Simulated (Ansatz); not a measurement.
Reaction (ligand exchange at a Ge–O bond): `[OH][GeH2][F]` + CH₃NH₂ → `C[NH][GeH2][F]` + H₂O

Calculated with Ansatz (gas phase, PBE0-D4/def2-TZVP geometries, no zero-point term in ΔE). CCSD(T)/CBS is the MP2 limit (def2-TZVPP, def2-QZVPP) plus CCSD(T) − MP2 in def2-TZVPP, frozen cores. This one scheme is used for every species. Functionals use def2-TZVPP. For Ge outer-core shells are correlated without core-valence functions, which leaves a few kJ/mol of doubt a bond. Scalar relativity is left out up to krypton. One conformer a species, not always the lowest.

`[OH][GeH2][F]`:

```xyz
6

O     1.342   -0.135   -0.277
Ge   -0.409   -0.001   -0.150
F    -0.908   -0.916    1.241
H     1.813    0.296    0.441
H    -0.858    1.438    0.135
H    -0.981   -0.683   -1.389
```

CH₃NH₂:

Z-matrix (Å, degrees):
```
C
N 1 1.453
H 1 1.092 2 109.4
H 1 1.100 2 115.4 3 -121.6
H 1 1.092 2 109.4 3 116.8
H 2 1.012 1 110.6 3 62.6
H 2 1.012 1 110.6 3 -179.3
```

`C[NH][GeH2][F]`:

Z-matrix (Å, degrees):
```
C
N 1 1.450
H 1 1.097 2 113.8
H 1 1.094 2 110.4 3 122.0
H 1 1.093 2 109.6 3 -120.4
Ge 2 1.805 1 121.9 3 81.4
H 2 1.009 1 113.1 3 -63.2
F 6 1.754 2 111.6 1 -67.2
H 6 1.531 2 109.3 1 176.7
H 6 1.532 2 109.0 1 47.7
```

H₂O:

Z-matrix (Å, degrees):
```
O
H 1 0.960
H 1 0.960 2 105.1
```

| species | BLYP-D4 energy (Eh) |
| --- | --- |
| `[OH][GeH2][F]` | -2254.05320 |
| CH₃NH₂ | -95.85528 |
| `C[NH][GeH2][F]` | -2273.45212 |
| H₂O | -76.44924 |

(1) Work out ΔE.

Largest T1 diagnostic among the species: 0.012.

Results:

(1) ΔE = (-2273.45212) + (-76.44924) − (-2254.05320) − (-95.85528) = 0.00712 Eh = +18.7 kJ/mol. CCSD(T)/CBS gives +12.5 kJ/mol.

At CCSD(T), def2-SVP lies +6.5 kJ/mol from the extrapolated value and def2-TZVPP +4.4 kJ/mol. The D4 term adds −6.2 kJ/mol with B3LYP and −3.5 kJ/mol with PBE0; it sums over pairs of atoms, weighted by their polarisabilities, and B3LYP, whose exchange is more repulsive, gets the larger term.

B3LYP here is the variant with VWN-RPA as its local correlation; programs differ in this.
